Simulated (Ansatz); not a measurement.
`C[O][GeH2][OH]` → `[CH2]` (triplet) + `[OH][GeH2][OH]`  (formal loss of a carbene)

Gas-phase electronic energies from Ansatz, PBE0-D4/def2-TZVP geometries. CCSD(T)/CBS adds triple-zeta CCSD(T) − MP2 to the extrapolated MP2 energy (def2 sets, frozen cores). This one scheme is used for every species. DFT in def2-TZVPP. Triplets are unrestricted, without spin–orbit coupling. For Ge outer-core shells are correlated without core-valence functions, which leaves a few kJ/mol of doubt a bond. Scalar relativity is left out up to krypton. One conformer a species, not always the lowest.

```
          species  BLYP energy (Eh)
 `C[O][GeH2][OH]`       -2269.28134
`[CH2]` (triplet)         -39.14460
 `[OH][GeH2][OH]`       -2229.99771
```

(1) Work out ΔE.

Largest T1 diagnostic among the species: 0.012.

Answers

(1) ΔE = (-39.14460) + (-2229.99771) − (-2269.28134) = 0.13903 Eh = +365.0 kJ/mol. CCSD(T)/CBS gives +376.8 kJ/mol.

At CCSD(T), def2-SVP lies −6.0 kJ/mol from the extrapolated value and def2-TZVPP −8.9 kJ/mol. In def2-TZVPP, CCSD(T) changes the Hartree–Fock value by +126.3 kJ/mol (the triples alone add +10.3 kJ/mol) and MP2 by +133.8 kJ/mol.
